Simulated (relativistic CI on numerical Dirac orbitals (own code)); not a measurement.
**Energy levels of Ho+**

These numbers are calculated, not measured: Dirac-Coulomb-Breit CI, orbitals from a KLI potential per configuration, QED by a radiative potential, valence Slater integrals scaled by 0.85, P86 correlation energy added to each configuration (own radial code, finite nucleus).

CI space (outside the closed core [Xe]): 4f¹¹6s, 4f¹¹5d, 4f¹¹6p, 4f¹⁰6s², 4f¹⁰6s5d, 4f¹¹6d, 4f¹⁰6s6p, 4f¹¹7s, 4f¹², 4f¹⁰6p², 4f¹¹7p, 4f⁹6s²5d, 4f¹¹8s, 4f¹¹5f, 4f¹⁰6s7s, 4f¹¹7d, 4f¹¹9s, 4f¹¹8d. Levels of other configurations are missing.

```csv
No.,Configuration,Term,J,E (cm⁻¹),%,Next component (%),Landé g
41,4f¹⁰6s5d,⁷H,5,11401.4,27,25 ⁷K,1.060
42,4f¹⁰6s5d,⁷L,7,11551.8,54,17 ⁵L,0.992
43,4f¹⁰6s5d,⁵H,7,11607.5,40,24 ³I,1.191
44,4f¹¹6s,³I°,7,11653.7,70,27 ⁵I°,1.148
45,4f¹⁰6s5d,⁷H,3,11691.5,40,39 ⁷I,0.590
46,4f¹⁰6s5d,³H,6,11975.5,39,21 ⁵I,1.114
47,4f¹⁰6s5d,⁷L,8,12041.6,31,18 ⁵K,1.105
48,4f¹⁰6s5d,⁷K,7,12063.7,22,16 ⁵K,1.107
49,4f¹⁰6s5d,⁷I,5,12569.7,17,17 ⁵I,0.994
50,4f¹⁰6s5d,⁵I,7,12668.6,40,17 ⁵H,1.170
51,4f¹⁰6s5d,⁷K,5,12722.2,31,23 ⁵I,0.950
52,4f¹⁰6s5d,⁵K,8,12734.6,34,22 ³L,1.121
53,4f¹⁰6s5d,⁷I,3,13102.3,45,25 ⁷G,0.621
54,4f¹⁰6s²,⁵I,4,13185.1,83,9 ³H,0.626
55,4f¹⁰6s5d,⁵L,9,13195.9,55,20 ³L,1.140
56,4f¹⁰6s5d,⁵G,6,13323.7,32,19 ⁷L,1.098
57,4f¹⁰6s5d,⁷K,4,13351.8,32,26 ⁷H,0.877
58,4f¹⁰6s5d,⁷L,6,13388.6,48,20 ⁵G,0.952
59,4f¹⁰6s5d,⁵H,6,13631.4,33,22 ⁵G,1.162
60,4f¹⁰6s5d,⁵H,4,13712.8,38,24 ⁵G,0.995
61,4f¹⁰6s5d,⁷H,2,13855.6,75,14 ⁷G,0.168
62,4f¹⁰6s5d,⁷K,4,13982.5,48,15 ⁷I,0.663
63,4f¹⁰6s5d,³G,5,14068.9,38,33 ⁵G,1.166
64,4f¹⁰6s5d,⁵K,8,14440.5,69,14 ⁵I,1.157
65,4f¹⁰6s5d,⁵K,6,14646.7,26,14 ³I,1.014
66,4f¹⁰6s5d,⁵L,9,14764.0,88,4 ⁵K,1.133
67,4f¹⁰6s5d,⁷L,5,14830.4,83,12 ⁵K,0.536
68,4f¹⁰6s5d,⁵L,7,14846.1,40,20 ⁷L,0.960
69,4f¹⁰6s5d,⁷G,3,14868.3,52,29 ⁷H,0.967
70,4f¹⁰6s5d,⁵K,5,15100.1,21,18 ⁵H,0.986
```

Energies count from the lowest computed level; ° marks odd parity.

The mean weight of the leading LS term, summed over parents, in these 30 levels is 45 %, and that of the leading jj configuration (from the same eigenvectors) 32 %, so LS coupling describes them better.

For a near-neutral ion this model can misplace configurations by up to about 10,000 cm⁻¹ (more where the count of f electrons changes) and terms by 10 to 25 % of their spread. Rates follow the energies as ν³ (E1, M1) or ν⁵ (E2), so they and the lifetimes can be off by large factors. The fine structure of a lone outer electron comes out too small, for d and f at times inverted, and misplaced configurations move strength between like terms. 8 of the 17 excited levels that our extract of the measured tables holds in this range could be paired (the sources list more); they are missed by 1237 cm⁻¹ on average and 2494 at most, and levels without a partner can miss by more. Some levels of the ground configuration have no partner and can miss by 10 % or more. The computed lowest level isn't the tabulated ground level, which NIST ASD gives as 4f11 (4I*<15/2>) 6s<1/2> (15/2,1/2)°8.

LS names give the leading component of a level, which can be under half, so a name can repeat, a term be missing and a line seem to break the LS rules.
